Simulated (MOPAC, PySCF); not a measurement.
Energy landscape of H3Ga, singlet: umbrella (inversion) coordinate, bond length relaxed. Scanned: angle between the Ga-H bonds and the threefold axis (90 = planar). Other coordinates (Ga-H bond length) were minimised at B3LYP/def2-TZVP.

Methods: PM7, restricted, heats of formation (MOPAC); PBE/def2-TZVP (PySCF); RKS-B3LYP/6-31G* = restricted B3LYP/6-31G*, spherical d in PySCF.

Energies in kcal/mol, each method relative to its own lowest point.

```tsv
a / °	PM7	PBE	RKS-B3LYP/6-31G*
90	0.0	0.0	0.0
93.90	0.7	0.7	0.7
96.90	2.2	2.2	2.3
99.90	4.5	4.5	4.6
102.90	7.7	7.7	7.9
105.90	11.7	11.7	12.0
108.90	16.6	16.5	17.0
111.90	22.3	22.2	22.9
114.90	28.8	28.8	29.7
117.90	36.2	36.2	37.4
120.90	44.5	44.6	46.2
123.90	53.6	54.0	56.0
126.90	63.6	64.5	66.9
129.90	74.5	76.1	79.0
132	82.6	85.0	88.4
```
